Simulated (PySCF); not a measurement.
Input of a run (PBE0-D3(BJ)/def2-SVP geometry optimisation, gas phase (PySCF 2.14.0)), started from GFN2-xTB:
```
{"job": {"xc": "PBE0", "basis": "def2-SVP", "d3": "d3bj", "grid": 1, "maxiter": 40, "kind": "geom"}, "charge": 0, "multiplicity": 5}
Cr     0.825200    -0.399310     0.001060
C     -0.008480     0.010790     1.800930
H     -0.165780     1.068300     2.034710
H      0.719860    -0.368060     2.543760
H     -0.957550    -0.490170     2.017050
C     -0.007780     0.002120    -1.801040
H     -0.987950    -0.446510    -1.992950
H      0.687410    -0.439080    -2.542540
H     -0.104930     1.061930    -2.060970
```

Output (energies in Eh, forces in Eh/bohr):
```
step   0  E = -1123.73310165  max force = 0.007240
step   1  E = -1123.73440691  max force = 0.003913
step   2  E = -1123.73498475  max force = 0.001670
step   3  E = -1123.73521531  max force = 0.001327
step   4  E = -1123.73539336  max force = 0.002017
step   5  E = -1123.73545909  max force = 0.001224
step   6  E = -1123.73547215  max force = 0.000275
optimisation converged
```

**Question.** Summarise the run.

**Answer.** The energy falls by 0.065 eV over 7 energy and gradient evaluations, the largest force component goes from 0.0072 to 2.8e-04 Eh/bohr, and the atoms move by 0.211 Å rms after alignment. Among the bonds, C2–H3, C2–H5, C6–H7 and C6–H9 change most and about equally (+0.007 to +0.008 Å). Bonds longer at the end by more than 0.005 Å: 4 of 8; shorter: 0. Among the angles that change most is C2–Cr1–C6, from 125.5° to 113.6°. The energy never rose by more than 1e-6 Eh on the way. The first step brought 55 % of the lowering.

**Question.** What are the final bond lengths?

**Answer.** Cr1–C2 2.030 Å, Cr1–C6 2.030 Å, C2–H3 1.103 Å, C2–H4 1.108 Å, C2–H5 1.102 Å, C6–H7 1.102 Å, C6–H8 1.108 Å, C6–H9 1.103 Å. Numbering counts from 1 in the input's order; the species is CrMe2 (`[CH3][Cr][CH3]`) [quintet].

The run used 89 basis functions and 57 SCF cycles in all. The run took 38 s wall, 29 s CPU on x86-64 server, one thread, shared host.

Not checked by PBE0-D3(BJ)/def2-SVP frequencies. ⟨S²⟩ = 6.121 (exact for a quintet: 6.00).

Caution for open-shell metal species: one SCF solution and one stationary point were followed, and a lower state or a bent or distorted shape isn't ruled out.
